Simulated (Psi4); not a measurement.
Be, charge +1, doublet. Base run: SVWN/6-31G** run with Psi4 1.11.

Geometry (Å):
```xyz
1

Be     0.0000     0.0000     0.0000
```
Charge +1, spin multiplicity 2.
Orbitals are unrestricted.
All else is at Psi4's defaults (density fitting, Cartesian functions).
Base energy -14.17040 Eh.

The base run was repeated with changes; each row names its change, and settings that it needs were set with it.

```tsv
change	ΔE vs base (mEh)	SCF cycles	grid points	basis functions
base	0.000	5	20838	15
dft_pruning_scheme = robust	0.000	5	14120	15
guess = sap	0.000	5	20838	15
puream = true	1.365	4	20838	14
guess = sadno	0.000	5	20838	15
scf_initial_accelerator = none	0.000	5	20838	15
dft_radial_points = 150	0.000	5	41374	15
d_convergence = 1e-4	0.000	5	20838	15
soscf = true	0.000	5	20838	15
dft_basis_tolerance = 1e-8	0.000	5	19932	15
dft_spherical_points = 590	0.000	5	40710	15
e_convergence = 1e-8	0.000	5	20838	15
guess = core	0.000	5	20838	15
```

Open shells are given as the SCF converged; they aren't shown to be the lowest states, and a large step between rows can be another state.
